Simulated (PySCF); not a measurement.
chloro(chlorosilylmethyl)silane (CH6Cl2Si2), SMILES Cl[SiH2]C[SiH2]Cl.

Geometry optimised at PBE0-D3(BJ)/def2-SVP. Other conformers were not sampled.

Calculation: TDA-PBE/def2-SVPD (PySCF).

Vertical excitations. Gas-phase values at a fixed geometry.

```
state  energy (eV)  λ (nm)      f                          main pairs
-----  -----------  ------  -----  ----------------------------------
S1            6.31     196  0.009                      HOMO→LUMO 98 %
S2            6.45     192  0.002                    HOMO−1→LUMO 98 %
S3            6.64     187  0.007                    HOMO−2→LUMO 94 %
S4            6.72     185  0.005                    HOMO→LUMO+1 88 %
S5            6.87     180  0.005                  HOMO−1→LUMO+1 96 %
S6            6.88     180  0.003  HOMO−3→LUMO 53 %, HOMO→LUMO+2 39 %
S7            6.95     178  0.042  HOMO→LUMO+2 55 %, HOMO−3→LUMO 37 %
S8            7.03     176  0.003                  HOMO−2→LUMO+1 96 %
S9            7.04     176  0.010                  HOMO−1→LUMO+2 95 %
S10           7.21     172  0.008                  HOMO−2→LUMO+2 93 %
T1            6.09     204      0                      HOMO→LUMO 99 %
T2            6.28     197      0                    HOMO−1→LUMO 95 %
T3            6.39     194      0                    HOMO−2→LUMO 95 %
T4            6.48     191      0                    HOMO→LUMO+1 93 %
```
Triplets are in the Tamm–Dancoff approximation.
